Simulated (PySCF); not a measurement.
[BiBr2]+: one run

[BiBr2]+ (singlet). PySCF 2.14.0, RKS B3LYP, Bi def2-SVP with ECP60, Br def2-SVP; non-relativistic Hamiltonian with scalar-relativistic core potentials where named; density fitting; no spin-orbit coupling. Purpose: level B3LYP.

```python
mol = gto.M(atom='''
Bi     0.00000    -0.00000    -0.81780
Br     1.94392    -0.00000     0.78875
Br    -1.94392     0.00000     0.78875''',
    basis={'Bi': 'def2-SVP', 'Br': 'def2-SVP'},
    ecp={'Bi': 'def2-SVP'},
    charge=1, spin=0)
mf = dft.RKS(mol, xc='B3LYP')
mf.grids.atom_grid = (75, 302)
mf = mf.density_fit()  # fitting sets: Bi def2-universal-JKFIT, Br def2-universal-JKFIT
mf.conv_tol = 1e-08; mf.max_cycle = 55
mf.kernel(dm0)  # dm0: converged density of the relaxed state
mf.nuc_grad_method().kernel()
```

Run from Python with OMP_NUM_THREADS=2; the lines above give its settings. Where DIIS fails, smearing, a level shift and second-order steps follow.
It took 3 s on 2 threads of Arm Neoverse V1 (shared host), from an already converged density.

Question: Where do the frontier levels lie, over both spins?

Answer: HOMO -13.34 eV, LUMO -10.04 eV. 

Question: What are the Mulliken charges and spins?

Answer: 
```json
{"atom": "Bi1", "charge (e)": "1.047", "spin (e)": "0.000"}
{"atom": "Br2", "charge (e)": "-0.023", "spin (e)": "0.000"}
{"atom": "Br3", "charge (e)": "-0.023", "spin (e)": "0.000"}
```

Question: What forces act on the atoms (eV/Å)?

Answer: 
```
Bi   0.00  0.00 -0.43
Br   0.33  0.00  0.21
Br  -0.33  0.00  0.21
```
Forces carry noise of the integration grid, about 0.01 to 0.03 eV/Å.

The geometry was relaxed with PBE0 (Bi def2-SVP with ECP60, Br def2-SVP).
